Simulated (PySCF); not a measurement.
Gas-phase reaction: 3 SnF2 + 2 NF3 ⇌ 3 SnF4 + 2 N

Energies from PySCF, thermal terms from the rigid-rotor harmonic-oscillator model, ideal gas at 1 bar. † marks an energy on the PBE0/def2-TZVP geometry and frequencies. CCSD(T) freezes the core. Open shells (unrestricted): N (multiplicity 4); the rest are closed-shell singlets. B3LYP is the form with VWN-RPA correlation. Sn: scalar-relativistic def2 core potential, no spin-orbit coupling. CCSD(T) isn't extrapolated to the basis-set limit.

| level | ΔH°(298 K), kJ |
|---|---|
| B3LYP/def2-TZVP† | -269 |
| BLYP/def2-TZVP† | ? |
| CCSD(T)/def2-TZVPP† | -485 |
| M06-2X/def2-TZVP† | -479 |
| r2SCAN/def2-TZVP† | ? |
| LDA/def2-TZVP† | ? |

Problem. Complete the blanks.

Solution. 
- BLYP/def2-TZVP†, ΔH°(298 K), kJ: -136
- r2SCAN/def2-TZVP†, ΔH°(298 K), kJ: -350
- LDA/def2-TZVP†, ΔH°(298 K), kJ: 28
